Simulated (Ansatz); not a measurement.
Wavefunction ladder for `CCCBO`

```xyz
14

C     1.944   -0.255    0.095
C     0.573    0.344   -0.170
C    -0.577   -0.554    0.270
B    -2.033   -0.019    0.036
O    -2.300    1.182   -0.528
H     2.083   -0.451    1.161
H     2.747    0.411   -0.231
H     2.062   -1.206   -0.432
H     0.482    0.560   -1.243
H     0.503    1.311    0.343
H    -0.501   -1.534   -0.224
H    -0.481   -0.795    1.339
H    -2.996   -0.662    0.353
H    -1.505    1.669   -0.769
```

Total charge 0; spin multiplicity 1. Geometry: relaxed with PBE0-D4/def2-TZVP. It is one conformer, not always the lowest. Frozen core, restricted reference, Ansatz 0.2.0. CBS rows extrapolate triple and quadruple zeta; past MP2 they add the triple-zeta difference.

| basis | HF (Eh) | MP2 corr. |
| --- | --- | --- |
| def2-TZVPP | -218.53391 | -0.87220 |
| def2-QZVPP | -218.54453 | -0.93119 |

Q: Estimate the CCSD correlation energy and the (T) correction in each basis where they were run (hartree).

A: 
```json
{"basis": "def2-TZVPP", "CCSD corr.": "-0.92009", "(T)": "-0.03441"}
{"basis": "CBS(def2)", "CCSD corr.": "-1.02279", "(T)": "as TZ"}
```
